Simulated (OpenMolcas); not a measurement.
A calculation on Sb3+.

```json
{
  "Program": "OpenMolcas",
  "Method": "SS-RASPT2, IPEA 0.25 Eh, imaginary shift 0.1 Eh (closed shells correlated: 4d)",
  "Basis": "ANO-RCC-VQZP [8s7p5d3f2g]",
  "Scalar Hamiltonian": "DKH2, point nucleus",
  "Active space": "2 electrons in 9 orbitals (RAS2 5s 5p; RAS3 5d, at most 2 electrons)",
  "State averaging": "2S+1 = 3 even, 3 roots; 2S+1 = 1 even, 7 roots; 2S+1 = 3 odd, 3 roots; 2S+1 = 1 odd, 3 roots",
  "Spin-orbit coupling": "RASSI with atomic mean-field integrals over the reference wave functions, term energies averaged over their components"
}
```

(1) Which level of the active space comes out lowest?

(2) How high does 5s 5p ¹P°₁ lie?

(3) How high does 5s 5p ³P°₂ lie?

(4) How high does 5p² ¹D₂ lie?

Measured values: Moore, Atomic Energy Levels, vol. III, NSRDS-NBS 35 (1971 reprint of NBS Circular 467, 1958).

Answers

(1) 5s² ¹S₀, with 100 % of that term; it is also the measured ground level.

(2) 94450 cm⁻¹ above the lowest level; measured 95952 cm⁻¹ above the ground level, so the calculation is off by -2 %.

(3) 71700 cm⁻¹ above the lowest level; measured 72560 cm⁻¹ above the ground level, so the calculation is off by -1 %.

(4) 156120 cm⁻¹ above the lowest level; measured 155956 cm⁻¹ above the ground level, so the calculation is off by 0 %.

CASPT2 breaks the degeneracy within a term, and the mean is taken; among the terms shown or strongly mixed into the levels shown the widest spread is 19 cm-1 (5p² ¹D). Active for correlation alone: 5d; no level in the range computed is led by a configuration that fills it, so any true level of that kind is missing. Some terms mix strongly with configurations of 5d, whose occupation reaches 0.29 (5p² ¹D). Computed and measured levels are paired by configuration, term and J; levels that our copy of the source lacks, or whose pairing is in doubt (as where it misses far off the trend of its configuration), stay unpaired and out of the deviations. Levels of configurations outside the active space are missing.

° marks odd parity.
